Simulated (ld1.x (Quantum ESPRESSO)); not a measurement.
**What the settings do to the TM potential of erbium**

Base potential:

```
Element                 : Er
Generator               : ld1.x (Quantum ESPRESSO) 7.5
Type                    : norm-conserving Troullier–Martins (Kleinman–Bylander form)
Functional              : LDA (PZ)
Relativity              : scalar-relativistic
Frozen core             : [Kr] 4d10 5s2
Valence charge          : 20
Reference configuration : 4f12 5p6 5d0 6s2 6p0
Partial waves           : 6s (bound): rc 2.70 bohr; 5p (bound): rc 2.15 bohr; 5d (bound, empty): rc 3.95 bohr; 4f (bound): rc 1.25 bohr
Local potential         : all-electron potential smoothed inside 3.20 bohr (lloc = -1)
Core correction         : Bessel-smoothed model core inside 0.75 bohr
```

All-electron outer shells of the reference configuration (LDA (PZ), scalar-relativistic, ld1.x):

| shell | level (eV) | outermost node (bohr) | outermost maximum (bohr) |
| --- | --- | --- | --- |
| 4d | -165.20 | 0.25 | 0.51 |
| 5s | -52.01 | 0.60 | 1.11 |
| 5p | -26.52 | 0.65 | 1.28 |
| 6s | -3.99 | 1.52 | 3.30 |
| 4f | -3.35 | – | 0.51 |
| 6p | -1.18 | 1.87 | 4.74 |
| 5d | -1.08 | 0.73 | 2.13 |

Cutoffs, loose and tight: the cutoffs (Ry, on a coarse ladder) from which the occupation-weighted sum of valence levels, in a spherical-Bessel basis at the reference potential, stays within 10 and 1 mRy of its value at 400 Ry. They do not see the model core or the augmentation charge, which bear on the density cutoff. Test errors are all-electron minus pseudo excitation energies from the reference, over the configurations 4f12 5p6 5d0 6s1 6p0; 4f12 5p6 5d0 6s0 6p0; 4f11 5p6 5d0 6s0 6p0; 4f12 5p6 5d1 6s0 6p0; 4f12 5p5 5d0 6s2 6p0; 4f11 5p6 5d1 6s2 6p0; 4f12 5p6 5d1 6s1 6p0 (two spin-polarised tests are not counted in the largest error). A dash means not determined; rows that change the core or the reference have their own tests. The largest error is taken over the tests solved by every variant that gives reliable tests at all: 4f11 5p6 5d1 6s2 6p0; 4f12 5p5 5d0 6s2 6p0; 4f12 5p6 5d0 6s0 6p0.

On the changes marked as counting shells twice: ld1.x takes every shell without a wave as core, so the model core holds the marked electrons as well and exchange and correlation see them twice. This cancels in the reference configuration, but the file is broken for other ones, and its errors say nothing about a proper core correction.

| change | outcome | cutoff, loose | cutoff, tight | bound ghosts | largest test error (meV) |
| --- | --- | --- | --- | --- | --- |
| base | generated | 260 Ry | over 300 Ry | none | -531 |
| wave 5d (bound): rc 3.95 bohr becomes 5d (bound): rc 2.46 bohr | generated | 260 Ry | over 300 Ry | none | -384 |
| reference 4f11.5 5p6 5d0.5 6s2 6p0 | generated | 260 Ry | over 300 Ry | none | -311 over the solved tests; 3 of 9 tests not solved or not reliable |
| wave 5p (bound): rc 2.15 bohr becomes 5p (bound): rc 2.10 bohr | generated | 260 Ry | over 300 Ry | none | -535 |
| local potential the s channel | failed: run_pseudo: Errors in PS-KS equation | – | – | – | – |
| core correction none | generated | 260 Ry | over 300 Ry | none | -498 |
| fully relativistic | generated | 260 Ry | over 300 Ry | none | -566 |
| all radii but the core radius scaled by about 0.74 (s 2.00, p 1.60, d 2.92, f 0.92 bohr); local potential all-electron potential smoothed inside 2.38 bohr (lloc = -1) | failed: run_pseudo: Errors in PS-KS equation | – | – | – | – |
| core [Kr] 4d10 4f11, valence charge 11; reference 5s2 5p6 5d1 6s1 6p1; waves now 5p (bound): rc 1.70 bohr; 5d (bound): rc 2.00 bohr; 5s (bound): rc 1.35 bohr; local potential the s channel; core correction a·sin(br)/r model core inside 0.90 bohr (6p, 6s counted twice) | generated | 80 Ry | 140 Ry | none | -725 |
| type ultrasoft; waves now 6s (bound): rcut 2.35, rcutus 2.70 bohr; 6s channel at 0.85 Ry: rcut 2.35, rcutus 2.70 bohr; 5p (bound): rcut 2.00, rcutus 2.15 bohr; 6p (bound): rcut 2.00, rcutus 2.15 bohr; 5d (bound): rcut 3.45, rcutus 3.95 bohr; 5d channel at 0.8 Ry: rcut 3.45, rcutus 3.95 bohr; 4f (bound): rcut 1.10, rcutus 1.25 bohr; 4f channel at 0.8 Ry: rcut 1.10, rcutus 1.25 bohr; local potential all-electron potential smoothed inside 3.15 bohr (lloc = -1); augmentation PSQ, radius 0.90 bohr | failed: chargeps: negative rho | – | – | – | – |
